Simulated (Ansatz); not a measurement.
Start from `[BH2][AlH][O]C` and change one element to get `[BH2][AlH][S]C`.

Ansatz, PBE0-D4/def2-TZVP geometries, multiplicity 1. Each molecule was computed in one conformer, which needn't be the lowest.

```tsv
property	`[BH2][AlH][O]C`
HOMO energy (PBE/def2-TZVPP) / eV	-6.09
LUMO energy (PBE/def2-TZVPP) / eV	-3.49
HOMO–LUMO gap (ωB97M-V/def2-TZVPP) / eV	8.98
HOMO–LUMO gap (B3LYP/def2-TZVPP) / eV	4.49
HOMO energy (PBE0/def2-TZVPP) / eV	-7.33
LUMO energy (PBE0/def2-TZVPP) / eV	-2.47
```

(1) What does the change do to each property? (Best estimate.)

Answers

(1) Computed: 
```tsv
property	`[BH2][AlH][S]C`	shift
HOMO energy (PBE/def2-TZVPP) / eV	-5.98	0.11
LUMO energy (PBE/def2-TZVPP) / eV	-3.54	-0.05
HOMO–LUMO gap (ωB97M-V/def2-TZVPP) / eV	8.68	-0.30
HOMO–LUMO gap (B3LYP/def2-TZVPP) / eV	4.14	-0.35
HOMO energy (PBE0/def2-TZVPP) / eV	-7.10	0.23
LUMO energy (PBE0/def2-TZVPP) / eV	-2.55	-0.08
```

With PBE0 the HOMO rises by 0.23 eV and the LUMO falls by 0.08 eV, so the gap narrows by about 0.31 eV. PBE moves the HOMO by 0.11 eV and ωB97M-V by 0.22 eV.

B3LYP here is the variant with VWN-RPA as its local correlation; programs differ in this.
